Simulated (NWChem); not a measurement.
germylsilane (H6GeSi)

SMILES: [GeH3][SiH3]
```xyz
8

Si     0.0617     1.6043     0.0000
Ge    -0.0299    -0.7770     0.0000
H      0.7827     2.0914     1.2154
H      0.7827     2.0914    -1.2154
H     -1.3209     2.1722     0.0000
H     -0.7716    -1.2892     1.2495
H     -0.7716    -1.2892    -1.2495
H      1.3910    -1.3725     0.0000
```
Charge 0, spin multiplicity 1.

Program: NWChem. Structure: optimised with PBE0/def2-SVP, a minimum by its harmonic frequencies.

Symmetry labels belong to the abelian group Cs used in the runs, with the axes of the coordinates shown; states degenerate in a higher group split over its labels.

The Hamiltonian is non-relativistic. B3LYP has NWChem's definition, with VWN1-RPA local correlation.

**Question.** List the lowest 4 singlet excitations that TD-B3LYP/def2-SVP, VWN1-RPA local correlation gives, with oscillator strengths.

**Answer.** 
```json
[
 {"state": "1", "symmetry": "a'", "energy (eV)": "7.65", "wavelength (nm)": "162", "f": "0.023"},
 {"state": "2", "symmetry": "a\"", "energy (eV)": "7.66", "wavelength (nm)": "162", "f": "0.023"},
 {"state": "3", "symmetry": "a'", "energy (eV)": "8.28", "wavelength (nm)": "150", "f": "0.326"},
 {"state": "4", "symmetry": "a\"", "energy (eV)": "8.53", "wavelength (nm)": "145", "f": "0.000"}
]
```
